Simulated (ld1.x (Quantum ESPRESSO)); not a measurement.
## Before and after: TM potential for samarium (Sm)

```
Element                 : samarium
Generator               : ld1.x (Quantum ESPRESSO) 7.5
Type                    : norm-conserving Troullier–Martins (Kleinman–Bylander form)
Functional              : PBEsol
Relativity              : non-relativistic
Frozen core             : [Kr] 4d10 5s2
Valence charge          : 14
Reference configuration : 4f6 5p6 5d0 6s2 6p0
Partial waves           : 5p (bound): rc 2.45 bohr; 5d (bound, empty): rc 3.65 bohr; 4f (bound): rc 1.40 bohr; 6s (bound): rc 3.90 bohr
Local potential         : the s channel
Core correction         : none
```

Change: all radii scaled by about 1.31 (s 5.10, p 3.20, d 4.78, f 1.84 bohr).

Cutoffs: the cutoffs (Ry, on a coarse ladder) from which the occupation-weighted sum of valence levels, in a spherical-Bessel basis at the reference potential, stays within 10 and 1 mRy of its value at 400 Ry; they do not see the model core or the augmentation charge, which bear on the density cutoff. Errors are all-electron minus pseudo energies relative to the spin-unpolarised reference configuration.

Task: What does the change do?

Result: The potential gets softer (200 Ry and 300 Ry → 140 Ry and 200 Ry); of the 7 tests that both files solve, the error grows in 2 and shrinks in 3 by more than 15 % and 0.3 meV (median size 328.8 → 334.6 meV); neither file shows a bound ghost at the reference potential, the only one tested. A larger radius leaves more room for a smooth pseudo-wave, so fewer plane waves are needed.

```csv
quantity,base,changed
"cutoff, loose",200 Ry,140 Ry
"cutoff, tight",300 Ry,200 Ry
loose cutoff by channel (10 mRy a level),"p 10 Ry, f 180 Ry, s 6 Ry","p 12 Ry, f 110 Ry, s 6 Ry"
bound ghosts,none,none
"error for 4f6 5p6 5d0 6s1 6p0, meV [ΔE 5.62 eV]",+2.5,+0.9
"error for 4f6 5p6 5d0 6s0 6p0, meV [ΔE 15.97 eV]",+13,-61
"error for 4f5 5p6 5d0 6s0 6p0, meV [ΔE 43.23 eV]",-801,-678
"error for 4f4 5p6 5d0 6s0 6p0, meV [ΔE 89.46 eV]",-3275,-1753
"error for 4f6 5p6 5d1 6s0 6p0, meV [ΔE 6.08 eV]",-32,+47
"error for 4f6 5p6 5d0 6s1 6p1, meV [ΔE 2.08 eV]",-329,-335
"error for 4f6 5p6 5d0 6s0 6p1, meV [ΔE 8.23 eV]",-549,-621
```

Base: These tests converged, but a pseudo level misses the all-electron one widely, so the file describes the atom poorly there or has found another state: 4f4 5p6 5d0 6s0 6p0: empty 6p by 3.3 eV. Changed file: These tests converged, but a pseudo level misses the all-electron one widely, so the file describes the atom poorly there or has found another state: 4f5 5p6 5d0 6s0 6p0: empty 6p by 2.1 eV (a node warning on the way); 4f4 5p6 5d0 6s0 6p0: empty 6s by 4.5 eV (a node warning on the way).
